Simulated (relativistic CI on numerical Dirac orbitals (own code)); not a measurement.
## From line strength to rate: Cl⁺ 3850.99 Å (air)

Problem. For 3s2.3p3.4p 5P_2 – 3s2.3p3.4d 5D°_3 of Cl⁺ a semi-empirical relativistic CI calculation gives the line strength S = 33.58 e²a₀² in the length gauge. The measured levels are 128663.57 and 154623.57 cm⁻¹ (NIST Handbook). Find gf, f, A and the partial lifetime.

Working.
1. σ = 154623.57 − 128663.57 = 25960.00 cm⁻¹, so the vacuum wavelength is 10⁸/σ = 3852.08 Å.
2. gf = 303.756 S/λ(Å) = 2.648, log gf = 0.423; with g = 5 for the lower level, f = 0.53.
3. A = 2.02613 × 10¹⁸ S/(g_u λ³) with g_u = 7: A = 1.70 × 10^8 s⁻¹.
4. The partial lifetime for this S is 1/A = 5.88 ns; in the calculation this line carries 66 % of the decay of the upper level.

Check. The Handbook lists A = 1.80 × 10^8 s⁻¹, a tabulated value with its own uncertainty (a few per cent for the best lines, 25 % or more for others); ours lies 6 % below it. The velocity form of the same calculation gives S = 28.5, and the gap between the two forms is a rough gauge of the error in S. With the computed energy (26012 cm⁻¹) in place of the measured one the rate would change by the factor (σ_calc/σ)³ = 1.01.
